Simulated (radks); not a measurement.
Spherical quantum dot in the effective-mass picture: electrons in a hard-walled sphere of radius 3.03, with a point charge +1 (a donor) at the centre, all in effective atomic units (hartree* = m*/eps^2 hartree, bohr* = eps/m* bohr), one dielectric constant everywhere. Method: non-relativistic Kohn-Sham, LDA (Slater exchange, Perdew-Wang correlation), spin-polarised, spherical densities; computed with a radial shooting solver with Libxc functionals. Levels are named by radial order and angular momentum (1s, 1p, 1d, 2s, ...), and open shells are averaged over m. Each electron was tried in the lowest free levels, single moves between levels near the top were tried too, and the lowest total energy was kept; such a search can miss a lower state. At N = 1 the Hartree and exchange-correlation terms need not cancel, so that row can carry a self-interaction error.

N	open shells	2S	E (hartree*)	mu = E(N) - E(N-1) (hartree*)	addition energy mu(N+1) - mu(N) (hartree*)	rms radius (bohr*)
1	1s(up 1, down 0)	1	-0.395374	-0.39537	0.6776	1.301
2	none	0	-0.113166	0.28221	1.184	1.419
3	1p(up 1, down 0)	1	1.35290	1.4661	0.4205	1.608
4	1p(up 2, down 0)	2	3.23947	1.8866	0.4322	1.705
5	1p(up 3, down 0)	3	5.55823	2.3188	0.5515	1.768
6	1p(up 3, down 1)	2	8.42848	2.8703	0.4109	1.817
7	1p(up 3, down 2)	1	11.7096	3.2812	0.4195	1.854
8	none	0	15.4103	3.7007	1.042	1.885
9	1d(up 1, down 0)	1	20.1531	4.7428	0.4028	1.922
10	1d(up 2, down 0)	2	25.2986	5.1455	0.4049	1.953
11	1d(up 3, down 0)	3	30.8490	5.5505	0.4061	1.979
12	1d(up 4, down 0)	4	36.8056	5.9566	0.4067	2.001
13	1d(up 5, down 0)	5	43.1689	6.3633	0.5169	2.021
14	1d(up 5, down 1)	4	50.0492	6.8802	0.3964	2.038
15	1d(up 5, down 2)	3	57.3258	7.2766	0.3985	2.054
16	1d(up 5, down 3)	2	65.0009	7.6751	0.3997	2.068
17	1d(up 5, down 4)	1	73.0758	8.0749	0.4005	2.081
18	none	0	81.5511	8.4753	0.7901	2.093
19	2s(up 1, down 0)	1	90.8165	9.2654	0.6661	2.087
20	none	0	100.748	9.9315	0.4997	2.078
21	1f(up 1, down 0)	1	111.179	10.431	0.3912	2.091
22	1f(up 2, down 0)	2	122.002	10.822	0.3783	2.103
23	2s(up 1, down 0) 1f(up 4, down 0)	5	133.202	11.201	0.3770	2.135
24	2s(up 1, down 0) 1f(up 5, down 0)	6	144.780	11.578	0.3928	2.144
25	2s(up 1, down 0) 1f(up 6, down 0)	7	156.751	11.971	0.3929	2.154
26	2s(up 1, down 0) 1f(up 7, down 0)	8	169.114	12.363	0.4999	2.163
27	2s(up 1, down 0) 1f(up 7, down 1)	7	181.978	12.863	0.3872	2.171
28	2s(up 1, down 0) 1f(up 7, down 2)	6	195.228	13.251	0.3878	2.179
29	2s(up 1, down 0) 1f(up 7, down 3)	5	208.867	13.638	0.3882	2.186
30	2s(up 1, down 0) 1f(up 7, down 4)	4	222.893	14.027	0.3885	2.193
31	2s(up 1, down 0) 1f(up 7, down 5)	3	237.308	14.415	0.3887	2.200
32	2s(up 1, down 0) 1f(up 7, down 6)	2	252.112	14.804	0.3888	2.207
33	2s(up 1, down 0)	1	267.304	15.193	0.5735	2.213
34	none	0	283.071	15.766	1.046	2.205
35	1g(up 1, down 0)	1	299.883	16.812	0.3836	2.211
36	1g(up 2, down 0)	2	317.078	17.196	0.3837	2.218
37	1g(up 3, down 0)	3	334.658	17.579	0.3838	2.224
38	1g(up 4, down 0)	4	352.621	17.963	0.3839	2.230
39	1g(up 5, down 0)	5	370.968	18.347	0.3839	2.236
40	1g(up 6, down 0)	6	389.699	18.731	0.3839	2.242
41	1g(up 7, down 0)	7	408.814	19.115	0.3839	2.247
42	1g(up 8, down 0)	8	428.313	19.499	0.3839	2.252
43	1g(up 9, down 0)	9	448.196	19.883	-	2.257

All shells are closed at N = 2, 8, 18, 20, 34 (there: 1s2 1p6 1d10 2s2 1f14); the second difference of the energy has clear peaks (12 % above both neighbours; the first and last values, which can be the largest, are not judged, and half-filled shells can peak too) at N = 2, 5, 8, 13, 18, 26, 34.
